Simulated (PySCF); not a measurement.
C2H7Cl3Si2 (SMILES [SiH3]CC[Si](Cl)(Cl)Cl), singlet, geometry from GFN2-xTB, atoms displaced at random by about 0.08 Å a coordinate; HF/STO-3G, gradient by finite differences run with PySCF.

Input for PySCF:
```python
from pyscf import gto, scf

mol = gto.Mole()
mol.atom = '''
    Si    3.698185   -0.672113    0.117645
    C     1.782839   -0.908620    0.067197
    C     1.082522    0.563850   -0.166394
    Si   -0.910420    0.321278    0.097097
    Cl   -1.579285    1.930181   -0.318281
    Cl   -1.316403   -1.054618   -1.486394
    Cl   -1.451141   -0.279863    1.912663
    H     4.392153   -1.808466    0.570287
    H     4.150975    0.421540    1.173406
    H     4.155345    0.101785   -1.136977
    H     1.494088   -1.208219    1.146439
    H     1.523914   -1.634481   -0.693586
    H     1.355788    1.020666    0.619398
    H     1.293936    0.753280   -1.095647
'''
mol.basis = 'sto-3g'
mol.charge = 0
mol.spin = 0
mol.verbose = 4
mol.build()

mf = scf.RHF(mol)
mf.conv_tol = 1e-11
mf.kernel()
scan, done = mf.as_scanner(), []
scan.scf_summary = {}
def energy(d):
    c = mol.atom_coords()
    c[6, 1] += d
    e = scan(mol.set_geom_(c, unit='Bohr', inplace=False))
    done.append(scan.converged)
    return e
h = 0.05
fd = (energy(h) - energy(-h)) / (2 * h)
print('dE/dx =', fd)
```

Task: Predict the main parts of the log of this PySCF run.

Result: 
```
PySCF version 2.14.0

[INPUT] verbose = 4
[INPUT] num. atoms = 14
[INPUT] num. electrons = 98
[INPUT] charge = 0
[INPUT] spin (= nelec alpha-beta = 2S) = 0
[INPUT] symmetry False subgroup None
[INPUT] Mole.unit = angstrom
[INPUT] Symbol           X                Y                Z      unit          X                Y                Z       unit  Magmom
[...]
nuclear repulsion = 714.147991818098
number of shells = 38
number of NR pGTOs = 186
number of NR cGTOs = 62
basis = sto-3g
ecp = {}

******** <class 'pyscf.scf.hf.RHF'> ********
method = RHF
initial guess = minao
damping factor = 0
level_shift factor = 0
DIIS = <class 'pyscf.scf.diis.CDIIS'>
diis_start_cycle = 1
diis_space = 8
diis_damp = 0
SCF conv_tol = 1e-11
SCF conv_tol_grad = None
SCF max_cycles = 50
direct_scf = True
direct_scf_tol = 1e-13
Set gradient conv threshold to 3.16228e-06
Initial guess from minao.
init E= -2013.67625949406
[...]
cycle= 1 E= -2013.78436475642  delta_E= -0.108  |g|= 0.406  |ddm|= 4.35
[...]
cycle= 2 E= -2013.86679213453  delta_E= -0.0824  |g|= 0.0915  |ddm|= 1.03
[...]
cycle= 3 E= -2013.87040607336  delta_E= -0.00361  |g|= 0.0211  |ddm|= 0.19
[...]
cycle= 4 E= -2013.87074062695  delta_E= -0.000335  |g|= 0.00284  |ddm|= 0.0743
[...]
cycle= 5 E= -2013.87074782408  delta_E= -7.2e-06  |g|= 0.000948  |ddm|= 0.0111
[...]
cycle= 6 E= -2013.87074851163  delta_E= -6.88e-07  |g|= 0.000228  |ddm|= 0.00322
[...]
cycle= 7 E= -2013.87074856444  delta_E= -5.28e-08  |g|= 5.93e-05  |ddm|= 0.00102
[...]
cycle= 8 E= -2013.87074856724  delta_E= -2.79e-09  |g|= 1.72e-05  |ddm|= 0.000188
[...]
cycle= 9 E= -2013.87074856748  delta_E= -2.46e-10  |g|= 2.91e-06  |ddm|= 6.09e-05
[...]
cycle= 10 E= -2013.87074856749  delta_E= -1.14e-11  |g|= 5.38e-07  |ddm|= 9.79e-06
[...]
cycle= 11 E= -2013.87074856748  delta_E= 1.14e-11  |g|= 9.99e-08  |ddm|= 2.02e-06
[...]
cycle= 12 E= -2013.8707485675  delta_E= -1.55e-11  |g|= 2.4e-08  |ddm|= 4.11e-07
[...]
cycle= 13 E= -2013.87074856749  delta_E= 8.19e-12  |g|= 1.49e-08  |ddm|= 5.36e-08
[...]
Extra cycle  E= -2013.87074856749  delta_E= -2.27e-12  |g|= 6.27e-09  |ddm|= 4.79e-08
converged SCF energy = -2013.87074856749
Create scanner for <class 'pyscf.scf.hf.RHF'>

WARN: Mole.unit (angstrom) is changed to Bohr

New geometry
   1 Si     3.698185000000  -0.672113000000   0.117645000000 AA    6.988556807975  -1.270109494760   0.222316829924 Bohr
   2 C      1.782839000000  -0.908620000000   0.067197000000 AA    3.369077434193  -1.717042951302   0.126983926392 Bohr
   3 C      1.082522000000   0.563850000000  -0.166394000000 AA    2.045670103816   1.065522075336  -0.314439088771 Bohr
   4 Si    -0.910420000000   0.321278000000   0.097097000000 AA   -1.720444458327   0.607127429848   0.183486737517 Bohr
   5 Cl    -1.579285000000   1.930181000000  -0.318281000000 AA   -2.984416122634   3.647513460839  -0.601463920653 Bohr
   6 Cl    -1.316403000000  -1.054618000000  -1.486394000000 AA   -2.487641139556  -1.992939186037  -2.808877573197 Bohr
   7 Cl    -1.451141000000  -0.253404139454   1.912663000000 AA   -2.742259058127  -0.478864422399   3.614409238589 Bohr
   8 H      4.392153000000  -1.808466000000   0.570287000000 AA    8.299966267187  -3.417505445588   1.077686242400 Bohr
   9 H      4.150975000000   0.421540000000   1.173406000000 AA    7.844205899916   0.796595150549   2.217415972921 Bohr
  10 H      4.155345000000   0.101785000000  -1.136977000000 AA    7.852464003081   0.192345773589  -2.148575139930 Bohr
  11 H      1.494088000000  -1.208219000000   1.146439000000 AA    2.823417125999  -2.283203008496   2.166455728520 Bohr
  12 H      1.523914000000  -1.634481000000  -0.693586000000 AA    2.879780097390  -3.088721445805  -1.310687583833 Bohr
  13 H      1.355788000000   1.020666000000   0.619398000000 AA    2.562068002972   1.928779204655   1.170492582103 Bohr
  14 H      1.293936000000   0.753280000000  -1.095647000000 AA    2.445184662715   1.423492895112  -2.070472759201 Bohr

******** <class 'pyscf.scf.hf.RHF_Scanner'> ********
method = RHF_Scanner
initial guess = minao
damping factor = 0
level_shift factor = 0
DIIS = <class 'pyscf.scf.diis.CDIIS'>
diis_start_cycle = 1
diis_space = 8
diis_damp = 0
SCF conv_tol = 1e-11
SCF conv_tol_grad = None
SCF max_cycles = 50
direct_scf = True
direct_scf_tol = 1e-13
Set gradient conv threshold to 3.16228e-06
init E= -2013.87002887733
[...]
cycle= 1 E= -2013.86962392416  delta_E= 0.000405  |g|= 0.00278  |ddm|= 0.0256
[...]
cycle= 2 E= -2013.86963041584  delta_E= -6.49e-06  |g|= 0.00106  |ddm|= 0.00875
[...]
cycle= 3 E= -2013.86963158263  delta_E= -1.17e-06  |g|= 0.000249  |ddm|= 0.00486
[...]
cycle= 4 E= -2013.869631633  delta_E= -5.04e-08  |g|= 5.24e-05  |ddm|= 0.00099
[...]
cycle= 5 E= -2013.86963163535  delta_E= -2.34e-09  |g|= 1.18e-05  |ddm|= 0.000211
[...]
cycle= 6 E= -2013.86963163544  delta_E= -9.6e-11  |g|= 2.38e-06  |ddm|= 4.01e-05
[...]
cycle= 7 E= -2013.86963163545  delta_E= -1e-11  |g|= 4.44e-07  |ddm|= 8.26e-06
[...]
cycle= 8 E= -2013.86963163545  delta_E= 4.55e-12  |g|= 9.29e-08  |ddm|= 1.68e-06
[...]
Extra cycle  E= -2013.86963163545  delta_E= -1.82e-12  |g|= 3.11e-08  |ddm|= 2.48e-07
converged SCF energy = -2013.86963163545

WARN: Mole.unit (angstrom) is changed to Bohr

New geometry
   1 Si     3.698185000000  -0.672113000000   0.117645000000 AA    6.988556807975  -1.270109494760   0.222316829924 Bohr
   2 C      1.782839000000  -0.908620000000   0.067197000000 AA    3.369077434193  -1.717042951302   0.126983926392 Bohr
   3 C      1.082522000000   0.563850000000  -0.166394000000 AA    2.045670103816   1.065522075336  -0.314439088771 Bohr
   4 Si    -0.910420000000   0.321278000000   0.097097000000 AA   -1.720444458327   0.607127429848   0.183486737517 Bohr
   5 Cl    -1.579285000000   1.930181000000  -0.318281000000 AA   -2.984416122634   3.647513460839  -0.601463920653 Bohr
   6 Cl    -1.316403000000  -1.054618000000  -1.486394000000 AA   -2.487641139556  -1.992939186037  -2.808877573197 Bohr
   7 Cl    -1.451141000000  -0.306321860546   1.912663000000 AA   -2.742259058127  -0.578864422399   3.614409238589 Bohr
   8 H      4.392153000000  -1.808466000000   0.570287000000 AA    8.299966267187  -3.417505445588   1.077686242400 Bohr
   9 H      4.150975000000   0.421540000000   1.173406000000 AA    7.844205899916   0.796595150549   2.217415972921 Bohr
  10 H      4.155345000000   0.101785000000  -1.136977000000 AA    7.852464003081   0.192345773589  -2.148575139930 Bohr
  11 H      1.494088000000  -1.208219000000   1.146439000000 AA    2.823417125999  -2.283203008496   2.166455728520 Bohr
  12 H      1.523914000000  -1.634481000000  -0.693586000000 AA    2.879780097390  -3.088721445805  -1.310687583833 Bohr
  13 H      1.355788000000   1.020666000000   0.619398000000 AA    2.562068002972   1.928779204655   1.170492582103 Bohr
  14 H      1.293936000000   0.753280000000  -1.095647000000 AA    2.445184662715   1.423492895112  -2.070472759201 Bohr

******** <class 'pyscf.scf.hf.RHF_Scanner'> ********
method = RHF_Scanner
initial guess = minao
damping factor = 0
level_shift factor = 0
DIIS = <class 'pyscf.scf.diis.CDIIS'>
diis_start_cycle = 1
diis_space = 8
diis_damp = 0
SCF conv_tol = 1e-11
SCF conv_tol_grad = None
SCF max_cycles = 50
direct_scf = True
direct_scf_tol = 1e-13
Set gradient conv threshold to 3.16228e-06
init E= -2013.87097839267
[...]
cycle= 1 E= -2013.87171905849  delta_E= -0.000741  |g|= 0.0056  |ddm|= 0.051
[...]
cycle= 2 E= -2013.87174541305  delta_E= -2.64e-05  |g|= 0.00212  |ddm|= 0.0176
[...]
cycle= 3 E= -2013.87175017929  delta_E= -4.77e-06  |g|= 0.000521  |ddm|= 0.0097
[...]
cycle= 4 E= -2013.87175040697  delta_E= -2.28e-07  |g|= 0.000111  |ddm|= 0.0021
[...]
cycle= 5 E= -2013.87175041771  delta_E= -1.07e-08  |g|= 2.46e-05  |ddm|= 0.000458
[...]
cycle= 6 E= -2013.87175041815  delta_E= -4.37e-10  |g|= 5.13e-06  |ddm|= 8.48e-05
[...]
cycle= 7 E= -2013.87175041817  delta_E= -2.46e-11  |g|= 9.49e-07  |ddm|= 1.78e-05
[...]
cycle= 8 E= -2013.87175041817  delta_E= 3.64e-12  |g|= 2.01e-07  |ddm|= 3.63e-06
[...]
Extra cycle  E= -2013.87175041817  delta_E= -9.09e-13  |g|= 6.92e-08  |ddm|= 5.49e-07
converged SCF energy = -2013.87175041817
dE/dx = 0.021187827201174514
```
